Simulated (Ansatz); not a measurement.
**Question.** Name a neutral molecule of B, C, Cl and H with LUMO energy (PBE/def2-TZVPP) between -1.70 and -1.40 eV and LUMO energy (ωB97M-V/def2-TZVPP) between 1.05 and 1.35 eV (Ansatz, PBE0-D4/def2-TZVP geometry).

**Answer.** `ClC1BCC1` (-1.68 eV, 1.28 eV); `CB(C)CCl` (-1.70 eV, 1.31 eV). Other molecules can fit too; these were computed, each in one conformer that needn't be the lowest.
